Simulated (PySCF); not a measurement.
Job file and geometry (Å, from GFN2-xTB) of an NMR shielding run on SMILES C=C[C@@](C)(CCC)C(=O)Cl, C8H13ClO, GIAO PBE0/pcSseg-1 NMR shielding, non-relativistic, gas phase in PySCF; density fitting, a coarse starting grid and PySCF grid level 2 are the driver's defaults:

```
$ OMP_NUM_THREADS=1 python probes_run.py task.json out

{"job": {"kind": "nmr", "xc": "PBE0", "basis": "pcSseg-1"}, "charge": 0, "multiplicity": 1}
C     -2.193760    -1.666400     0.732270
C     -2.090942    -0.367312     0.529555
C     -0.825691     0.414787     0.240999
C     -0.670311     1.492765     1.322313
C      0.418950    -0.483419     0.149267
C      1.689043     0.259271    -0.264559
C      2.849188    -0.713316    -0.442001
C     -1.057743     1.104602    -1.082480
O     -1.128693     2.265152    -1.304872
Cl    -1.301259    -0.046219    -2.410794
H     -1.354751    -2.338521     0.697386
H     -3.147946    -2.115928     0.948893
H     -2.976721     0.253846     0.579843
H      0.112053     2.196574     1.054413
H     -0.425596     1.026250     2.272903
H     -1.596954     2.050300     1.434684
H      0.575512    -0.949974     1.123593
H      0.228087    -1.271580    -0.580346
H      1.514894     0.789415    -1.203511
H      1.957647     0.997998     0.491616
H      3.754257    -0.180023    -0.721150
H      2.625632    -1.439264    -1.220451
H      3.040352    -1.252018     0.483637
```

**Question.** What does the program print?

**Answer.** 
```
coarse grid: 19464 points
cycle   1  E = -847.1738815724  dE =  1.285e+00  |g| = 8.800e-01  |ddm| = 4.270e+00
cycle   2  E = -846.7018204715  dE =  4.721e-01  |g| = 1.827e+00  |ddm| = 1.945e+00
cycle   3  E = -847.3242152048  dE = -6.224e-01  |g| = 2.384e-01  |ddm| = 1.492e+00
cycle   4  E = -847.3371973321  dE = -1.298e-02  |g| = 7.104e-02  |ddm| = 2.909e-01
cycle   5  E = -847.3381663663  dE = -9.690e-04  |g| = 2.085e-02  |ddm| = 8.121e-02
cycle   6  E = -847.3382656413  dE = -9.928e-05  |g| = 5.956e-03  |ddm| = 2.935e-02
cycle   7  E = -847.3382736336  dE = -7.992e-06  |g| = 2.374e-03  |ddm| = 9.194e-03
final grid: 182456 points
cycle   8  E = -847.4117543174  dE = -6.875e-05  |g| = 1.605e-02  |ddm| = 5.875e-02
cycle   9  E = -847.4116391328  dE =  1.152e-04  |g| = 2.902e-02  |ddm| = 3.643e-02
cycle  10  E = -847.4118073077  dE = -1.682e-04  |g| = 4.313e-03  |ddm| = 2.472e-02
cycle  11  E = -847.4118111861  dE = -3.878e-06  |g| = 4.252e-04  |ddm| = 3.384e-03
cycle  12  E = -847.4118112159  dE = -2.979e-08  |g| = 2.072e-04  |ddm| = 7.005e-04
cycle  13  E = -847.4118112253  dE = -9.363e-09  |g| = 7.453e-05  |ddm| = 2.563e-04
cycle  14  E = -847.4118112266  dE = -1.309e-09  |g| = 1.892e-05  |ddm| = 9.174e-05
cycle  15  E = -847.4118112267  dE = -8.595e-11  |g| = 4.351e-06  |ddm| = 2.171e-05
converged SCF energy = -847.4118112267

GIAO shielding tensors (ppm)
atom      isotropic    diamagn.    paramagn.     s11        s22        s33       span
  0 C       63.009     255.124    -192.114    -50.891     66.196    173.722    224.614
  1 C       35.572     253.657    -218.085    -85.360     47.322    144.755    230.115
  2 C      126.690     248.798    -122.109    100.257    123.520    156.293     56.036
  3 C      162.871     247.178     -84.307    149.642    157.698    181.274     31.632
  4 C      145.780     250.545    -104.765    134.428    140.007    162.904     28.476
  5 C      164.954     247.612     -82.658    156.683    166.215    171.963     15.280
  6 C      170.002     244.822     -74.819    158.742    162.792    188.473     29.731
  7 C       -2.475     253.989    -256.464   -112.435     39.288     65.723    178.157
  8 O     -262.628     397.773    -660.401   -653.940   -384.019    250.077    904.017
  9 Cl     523.622    1148.260    -624.638    123.439    509.618    937.809    814.370
 10 H       26.023      33.228      -7.204     22.171     24.380     31.519      9.348
 11 H       26.023      27.655      -1.631     23.585     24.891     29.594      6.009
 12 H       25.686      31.654      -5.969     23.153     24.852     29.052      5.899
 13 H       29.963      31.988      -2.025     25.542     29.239     35.109      9.567
 14 H       31.117      31.406      -0.289     26.922     29.104     37.325     10.404
 15 H       30.399      31.529      -1.130     26.524     27.877     36.796     10.272
 16 H       30.397      34.949      -4.552     26.645     30.199     34.345      7.700
 17 H       29.427      34.342      -4.915     26.252     29.883     32.147      5.895
 18 H       30.616      32.138      -1.522     25.197     32.037     34.615      9.418
 19 H       30.273      32.523      -2.250     23.973     31.684     35.162     11.188
 20 H       30.368      27.047       3.321     25.358     27.434     38.313     12.956
 21 H       30.701      29.063       1.638     26.119     29.359     36.625     10.505
 22 H       30.781      28.914       1.867     26.353     28.847     37.142     10.789
```

**Question.** Turn these shieldings into chemical shifts. Referencing at the same level of theory: ¹³C (186.93 ppm) and ¹H (31.72 ppm) against TMS; H2O for ¹⁷O (336.08 ppm); HCl for ³⁵Cl (949.78 ppm).

**Answer.** Averaging equivalent atoms: C 7: 189.4; C 1: 151.4; C 0: 123.9; C 2: 60.2; C 4: 41.1; C 3: 24.1; C 5: 22.0; C 6: 16.9; O 8: 598.7; Cl 9: 426; H 12: 6.03; H 10: 5.69; H 11: 5.69; H 17: 2.29; H 19: 1.44; H 16: 1.32; H 13/14/15: 1.22; H 18: 1.10; H 20/21/22: 1.10 ppm. Unscaled 17O shifts of doubly bonded oxygen tend to come out too high, by tens of ppm or more. Experimental scales use liquid or dissolved standards, which lie at an offset from isolated H2O (liquid H2O: subtract about 36 ppm).

Size and cost of the density-fitted run: 242 basis functions, 66 s wall time on 1 thread of an Arm Neoverse V2, shared host; peak memory 1.1 GiB.
